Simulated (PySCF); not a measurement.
ZrN(OH) + HCl → ClZrN + H₂O

Level: PBE0 in the def2-TZVP basis family, computed in PySCF with density fitting; scalar-relativistic core potentials for atoms from Rb on, none lighter, no spin–orbit coupling; open shells unrestricted.

| species | state and structure | ZPE (kJ/mol) | H(298 K) − H(0) (kJ/mol) | S° (J/(mol K)) |
| --- | --- | --- | --- | --- |
| ZrN(OH) | singlet, Cs, O–H 0.958 Å, Zr–N 1.705 Å, Zr–O 1.983 Å; H–O–Zr 122.6°, N–Zr–O 107.7° | 41.9 | 12.6 | 281.5 |
| HCl | singlet, C∞v, H–Cl 1.279 Å | 17.9 | 8.7 | 186.6 |
| ClZrN | singlet, Cs, Zr–Cl 2.410 Å, Zr–N 1.689 Å; Cl–Zr–N 112.1° | 9.6 | 12.4 | 290.3 |
| H₂O | singlet, C2v, O–H 0.960 Å (×2); H–O–H 105.1° | 56.5 | 9.9 | 188.7 |

(1) Is the gas-phase reaction uphill or downhill in electronic energy at this level, and by how much?

(2) Add zero-point, thermal and entropy terms for 298.15 K and 1 bar.

Answers

(1) At PBE0/def2-TZVP, ΔE = -54.5 kJ/mol, downhill. 

(2) ΔZPE = 6.3 and Δ[H(298) − H(0)] = 1.0 kJ/mol give ΔH° = -47.2 kJ/mol. ΔS° = 10.9 J/(mol K), so ΔG° = -47.2 − 298.15 × (0.0109) = -50 kJ/mol and log₁₀K = 8.8.

Only the bonding shown was studied: isomers, or loss of a ligand pair, can lie lower.
